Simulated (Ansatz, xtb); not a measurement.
Isomers of AuFH2OSi in order of energy

4 gas-phase structures of AuFH2OSi, found in a search over its isomers (lower ones may exist). Each was relaxed with GFN2-xTB; where two conformers were screened, the lower at r2SCAN-D4/def2-SVP is listed:

A. a singlet given by its coordinates
B. a singlet given by its coordinates
C. `O[Si@@H](F)[Au]`, a singlet
D. `F[SiH2][O][Au]`, a singlet

B (Å):

```xyz
6

Au    1.4520   -0.1099    1.1333
F    -1.7135   -0.6040   -0.1092
O    -1.4377    1.8087    0.3732
Si   -0.7589    0.4051    0.7340
H     2.9014   -0.4443    1.0285
H    -2.1805    1.9647   -0.2135
```

Close contacts (Å): Au1–Si4 2.30, F2–Si4 1.63, O3–Si4 1.60, Au1–H5 1.49, O3–H6 0.96.

A (Å):

```xyz
6

Au   -3.0248   -1.0765   -1.7238
F    -0.2234   -2.9954   -1.0257
O    -0.9415   -1.3415   -2.7205
Si   -0.6520   -1.4130   -1.1126
H    -0.6310   -2.0186   -3.3280
H    -4.3172   -0.9319   -1.0915
```

Close contacts (Å): Au1–O3 2.32, Au1–Si4 2.47, F2–Si4 1.64, O3–Si4 1.64, Au1–H6 1.45, O3–H5 0.96.

**Question.** Estimate their order in r2SCAN-D4/def2-SVP energy at these geometries, lowest first.

**Answer.** Calculated order at r2SCAN-D4/def2-SVP: C (0.000), B (0.988), A (1.652), D (2.088) eV.

Energies above the lowest of each column, in eV; the last columns are at PBE0-D3(BJ)/def2-SVP geometries and were run for some of them only (a dash: not run or not comparable):

| structure | GFN2-xTB | r2SCAN-D4/def2-SVP | PBE0-D3(BJ)/def2-SVP | CCSD(T)/def2-TZVP |
| --- | --- | --- | --- | --- |
| C | 0.000 | 0.000 | 0.000 | 0.000 |
| B | 0.608 | 0.988 | 0.854 | 0.797 |
| A | 0.973 | 1.652 | – | – |
| D | 0.964 | 2.088 | – | – |

Every level run on C puts it lowest or level with the lowest. Some further structures that were screened fall inside this span and aren't listed. Flexible structures stand in one conformer each, not always the lowest. Frequencies (PBE0-D3(BJ)/def2-SVP) were run for B, C alone. Large T1 diagnostics make some coupled-cluster values less sure. Atoms past krypton carry core potentials in the def2 sets, without spin–orbit terms.

Over these structures GFN2-xTB departs from r2SCAN-D4/def2-SVP by 0.356 eV on average once a common shift is removed. A GFN2-xTB relaxation took about 0.12 s and the r2SCAN-D4/def2-SVP energy about 0.84 s on a shared host (Ansatz 0.2.0, xtb 6.7.1).
